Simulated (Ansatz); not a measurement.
A CCSD(T) single point on `O[SiH2]O[SiH2]S`.

```yaml
crystal:
  periodic: [false, false, false]
  atoms:
    - {symbol: O, position_ang: [-0.810588, 1.722942, 0.904056]}
    - {symbol: Si, position_ang: [-1.372501, 0.186707, 0.900851]}
    - {symbol: O, position_ang: [-0.695743, -0.702019, -0.304356]}
    - {symbol: Si, position_ang: [0.779864, -1.078029, -0.881805]}
    - {symbol: S, position_ang: [2.214675, 0.466557, -0.496602]}
    - {symbol: H, position_ang: [0.138737, 1.829135, 1.009732]}
    - {symbol: H, position_ang: [-1.069178, -0.497906, 2.183667]}
    - {symbol: H, position_ang: [-2.823390, 0.273055, 0.647819]}
    - {symbol: H, position_ang: [0.658355, -1.300625, -2.338500]}
    - {symbol: H, position_ang: [1.332511, -2.262355, -0.184944]}
    - {symbol: H, position_ang: [1.712459, 1.305638, -1.419319]}
basis:
  gaussian: {orbitals: def2-TZVPP}
correlation: {method: ccsd_t}
output: {orbitals: {seedname: orbitals}}
```

```sh
$ ansatz run in.yaml --threads 4 --pin off --events-out ev --progress --plain
```

The program prints (abridged):

```
Functional definition: HF
1585 factors; integrals over basis functions are off by at most 9.5e-4 eV
mean field evaluation 1: about -30713.9476 eV, gradient 5.0e1 eV
mean field evaluation 2: about -30714.3015 eV, gradient 5.0e1 eV
mean field evaluation 4: about -30719.1881 eV, gradient 3.9e0 eV
mean field evaluation 8: about -30719.2673 eV, gradient 3.4e-1 eV
mean field -30719.26783725 eV, -1128.9122707513 hartree, gradient 8.9e-6 eV, S^2 0.000000; 0 other end points of the search recorded, 0 dependent functions left out
17 core orbitals not correlated: weight in the atoms' cores, before any rotation towards them, 1.000 or more for the frozen orbitals, at most 0.000 for the correlated occupied ones
reference -30719.26783725 eV, -1128.9122707513 hartree; 16, 16 occupied and 239, 239 virtual orbitals, 1585 factors
second order -24.40080523 eV of doubles, -0.00000000 eV of singles
cycle   1  -24.99890922 eV  change   -6.0e-1 eV  update   1.1e-1
cycle   2  -25.62436271 eV  change   -6.3e-1 eV  update   3.2e-2
cycle   3  -25.75675069 eV  change   -1.3e-1 eV  update   1.6e-2
cycle   4  -25.74204131 eV  change    1.5e-2 eV  update   3.3e-3
cycle   5  -25.74098082 eV  change    1.1e-3 eV  update   1.4e-3
cycle   6  -25.74136317 eV  change   -3.8e-4 eV  update   4.0e-4
cycle   7  -25.74107699 eV  change    2.9e-4 eV  update   1.5e-4
cycle   8  -25.74104545 eV  change    3.2e-5 eV  update   4.5e-5
cycle   9  -25.74106431 eV  change   -1.9e-5 eV  update   1.8e-5
perturbative correction -0.95916751 eV, -0.0352487557 hartree
Total energy: -30745.96806907 eV, -1129.8934861725 hartree
```

Hardware: 4 threads of a server CPU on a shared host. Wall time 5.8 min, peak host memory 6.8 GiB.

The correlation energy is -26.700 eV, 3.6 % of it from (T); the T1 diagnostic reads 0.0117.
